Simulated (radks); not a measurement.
Values are calculated unless marked as measured or tabulated.
Problem. The calcium ion Ca2+, configuration [Ar]. Level of theory: non-relativistic Kohn-Sham, exchange-only PBE, spin-polarised, spherical densities, point nucleus (a radial shooting solver on a logarithmic mesh with Libxc functionals). Some entries of the table are withheld. Estimate them.

orbital,occ.,eigenvalue (eV),<r^2> (bohr^2)
1s,2,(1),(2)
2s,2,-424.7253,(3)
2p,6,-348.6294,0.1336
3s,2,(4),1.551
3p,6,(5),(6)

Solution. 
(1) 1s eigenvalue (eV): -3943.072
(2) 1s <r^2> (bohr^2): 0.008038
(3) 2s <r^2> (bohr^2): 0.1594
(4) 3s eigenvalue (eV): -60.4808
(5) 3p eigenvalue (eV): -41.8310
(6) 3p <r^2> (bohr^2): 1.883
